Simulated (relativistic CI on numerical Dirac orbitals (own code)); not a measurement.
# V3+: L-alpha,beta X-ray emission

Computed with this model: Dirac-Coulomb-Breit CI, separate exchange-only KLI orbitals for each configuration, QED by a radiative potential, valence Slater integrals scaled by 0.9, multiplet model of X-ray emission after core ionisation; configurations [Ar] 3d2 → [He] 2s2 2p5 3s2 3p6 3d2 → [Ar] 3d; 80 K; Lorentzian 0.84 eV and Gaussian 0.5 eV FWHM. Energies are those of the free ion, without screening or charge transfer. S is read from ⟨S²⟩ = S(S + 1).

Field parameters in Wybourne normalisation: D3d B²₀ = −7Dσ, B⁴₀ = −14Dq − 21Dτ, B⁴₃ = −14√(10/7) Dq; Oh B⁴₀ = 21Dq, B⁴₄ = √(5/14) B⁴₀; Td as Oh with Dq negative (B⁴₀ = 21Dq, B⁴₄ = √(5/14) B⁴₀). The field is a parameter set, without covalency.

Peaks in eV (height, largest 100): 518.3 (25), 520.1 (21), 522.2 (26), 525.7 (100), 529.4 (14).

**Question.** Which surroundings give this spectrum?
A. Td, 10Dq = -9800 cm⁻¹
B. D3d, 10Dq = 11500, Dσ = -1130, Dτ = 360 cm⁻¹
C. Oh, 10Dq = 17750 cm⁻¹
D. Oh, 10Dq = 32450 cm⁻¹

**Answer.** D. Oh, 10Dq = 32450 cm⁻¹, where the ground state has S = 1.00.
